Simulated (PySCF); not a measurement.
## Radial density of Sb²⁺ (antimony, charge +2)

TPSSh, [Kr] 4d10 5s1 5p2, high-spin 4P determinant (an excited configuration). Computed with PySCF 2.14 in aug-cc-pVQZ-DK3 (9s8p6d3f2g, 102 functions), with the spin-free X2C one-electron Hamiltonian (Gaussian nucleus).

```tsv
r (bohr)	4πr²ρ (e/bohr)	4πr²(ρα − ρβ)
0.0294	60.24	0.0169
0.0494	61.06	0.0433
0.0831	84.33	0.0537
0.140	63.64	-0.0202
0.235	68.91	0.1284
0.395	38.70	0.0027
0.665	24.02	0.2930
1.12	14.43	0.0911
1.88	3.007	1.7019
3.16	0.6927	0.6748
5.32	0.01790	0.0179
8.95	1.628e-05	0.0000
```

Densities and radii are taken from the X2C orbitals without a picture-change correction, which distorts them close to the nucleus.

Where is the radial spin density 4πr²(ρα − ρβ) most negative, and why is it negative at all?

Around r = 0.140 bohr, down to -0.0202 e/bohr: exchange with the open shell polarises the paired shells in an unrestricted calculation.
